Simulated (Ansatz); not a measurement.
Ansatz (a quantum-chemistry and plane-wave program) input (PBE0/def2-TZVPD):

Ansatz 0.2 input:
```yaml
crystal:
  periodic: [false, false, false]
  atoms:
    - {symbol: Re, position_ang: [0.06611027, -0.07639622, 0.06696306]}
    - {symbol: O, position_ang: [0.91796332, 0.58469534, -1.26759985]}
    - {symbol: O, position_ang: [-1.53774712, 0.13151920, 0.63982120]}
basis:
  gaussian:
    orbitals: def2-TZVPD
hamiltonian:
  xc: {name: PBE0}
total_charge: 1
magnetization: {spin_polarized: true, initial_magnetization: 2}
```

Output:

```
Functional definition: PBE0
integrals: 0.04 GiB planned
790 factors; their error is unknown
mean field: 0.49 GiB planned
mean field evaluation 1: about -6181.2721 eV, gradient 9.3e1 eV
mean field evaluation 2: about -5863.6012 eV, gradient 2.4e2 eV
mean field evaluation 4: about -6211.0239 eV, gradient 1.0e1 eV
mean field evaluation 8: about -6211.4475 eV, gradient 1.8e-1 eV
mean field evaluation 16: about -6211.4850 eV, gradient 3.8e-3 eV
mean field evaluation 32: about -6211.0470 eV, gradient 2.5e0 eV
mean field -6211.48497061 eV, -228.2678623740 hartree, gradient 1.7e-5 eV, S^2 2.039117; 3 other end points of the search recorded, 0 dependent functions left out
reference -6211.48500835 eV, -228.2678637610 hartree; 16, 14 occupied and 107, 109 virtual orbitals, 790 factors
Total energy: -6211.48500835 eV, -228.2678637610 hartree
```

This state (charge 1, triplet) is run at the relaxed geometry of the species with charge 0 and multiplicity 4.
